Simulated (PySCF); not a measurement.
# Relaxation of sextet FeCl₂⁺

Computed with UPBE0/[Fe def2-SVP, Cl def2-SVP], no relativity, density fitting, PySCF. A (50,194) grid was used.

A start displaced from a saddle point along its imaginary mode, of C2v symmetry, held to at least that symmetry:

```xyz
3
charge 1 multiplicity 6, angstrom
Fe    0.2500    0.0009    0.0000
Cl   -0.1999   -0.0007    2.0842
Cl   -0.1999   -0.0007   -2.0842
```

Optimiser trace:
```json
{"step": "0", "E − E(last) (kJ/mol)": "5.55", "largest gradient (Eh/bohr)": "0.01660"}
{"step": "1", "E − E(last) (kJ/mol)": "1.49", "largest gradient (Eh/bohr)": "0.00546"}
{"step": "2", "E − E(last) (kJ/mol)": "1.01", "largest gradient (Eh/bohr)": "0.00154"}
{"step": "3", "E − E(last) (kJ/mol)": "0.94", "largest gradient (Eh/bohr)": "0.00134"}
{"step": "4", "E − E(last) (kJ/mol)": "0.91", "largest gradient (Eh/bohr)": "0.00749"}
{"step": "5", "E − E(last) (kJ/mol)": "0.36", "largest gradient (Eh/bohr)": "0.00082"}
{"step": "6", "E − E(last) (kJ/mol)": "0.20", "largest gradient (Eh/bohr)": "0.00124"}
{"step": "7", "E − E(last) (kJ/mol)": "0.08", "largest gradient (Eh/bohr)": "0.00223"}
{"step": "8", "E − E(last) (kJ/mol)": "0.02", "largest gradient (Eh/bohr)": "0.00064"}
{"step": "9", "E − E(last) (kJ/mol)": "0.00", "largest gradient (Eh/bohr)": "0.00017"}
{"step": "10", "E − E(last) (kJ/mol)": "0.00", "largest gradient (Eh/bohr)": "0.00001"}
```

It ends at C2v with Fe–Cl 2.078 Å (×2); Cl–Fe–Cl 141.0° (after a last refinement on a finer grid). The frequency run here used a shortcut that can spoil soft modes, so no verdict on minimum or saddle point is given. Other isomers or separated fragments may lie lower.

Final geometry:
Z-matrix (Å, degrees; charge 1 multiplicity 6):
```
Fe
Cl 1 2.0777
Cl 1 2.0777 2 140.96
```

With open d or f shells other occupations or spin states may lie lower.

The relaxation took 47 s on 2 threads of a shared Intel Xeon @ 2.70GHz host, with 67 basis functions and 11 gradients; the process peaked at 0.69 GiB.
